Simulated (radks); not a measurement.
The numbers below are computed, except where a source is named.
Question: Neutral thallium is in [Hg] 6p1. Code: a radial shooting solver on a logarithmic mesh with Libxc functionals. Model: non-relativistic Kohn-Sham, PBE, spin-polarised, spherical densities, point nucleus. Open shells are filled with parallel spins first. One electron is removed from 5p, 6s, 5d, 6p in turn, with full relaxation. Which removal costs least, and what does each cost?

Answer: 6p 5.470 eV; 6s 10.409 eV; 5d 23.841 eV; 5p 77.204 eV. The 6p electron leaves first.
